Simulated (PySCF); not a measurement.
## A survey of 17O NMR shifts

Level of theory: σ from GIAO-PBE0/pcSseg-1, coordinates at the GFN2-xTB level, in PySCF (no solvent model, one conformer, averaged over atoms made equivalent by symmetry, fast rotation or ring inversion, relativity neglected).

Shieldings were converted by a linear fit to measured shifts: 17O (scatter 10.7 ppm rms, 12.2 ppm with the 3 outliers that the fit left out vs liquid water, solution or neat liquid). Occasional misses reach two or three times the rms, and more in compound classes unlike the fitted ones.

Q: Give the 17O shifts of `C=Cc1ccc(C(=O)Cl)o1`, `CC(=O)/C(F)=C/C(F)F`, `CC[C@H]1CO[SiH2]O1`, `C#C[C@@H](CO)C(F)(F)F`.

A: 
```
                                                         compound                                       environment  δ (ppm)
[CH2:1]=[CH:2][c:3]1[cH:4][cH:5][c:6]([C:7](=[O:8])[Cl:9])[o:10]1                               O8: carbonyl oxygen    447.0
[CH2:1]=[CH:2][c:3]1[cH:4][cH:5][c:6]([C:7](=[O:8])[Cl:9])[o:10]1                         O10: aromatic ring oxygen    231.9
                                              CC(=O)/C(F)=C/C(F)F                                     ketone oxygen    558.6
                 [CH3:1][CH2:2][C@H:3]1[CH2:4][O:5][SiH2:6][O:7]1  O7: oxygen bonded to C, Si, in a 5-membered ring      7.9
                 [CH3:1][CH2:2][C@H:3]1[CH2:4][O:5][SiH2:6][O:7]1  O5: oxygen bonded to C, Si, in a 5-membered ring     -9.7
                                            C#C[C@@H](CO)C(F)(F)F                                    alcohol oxygen    -14.1
```
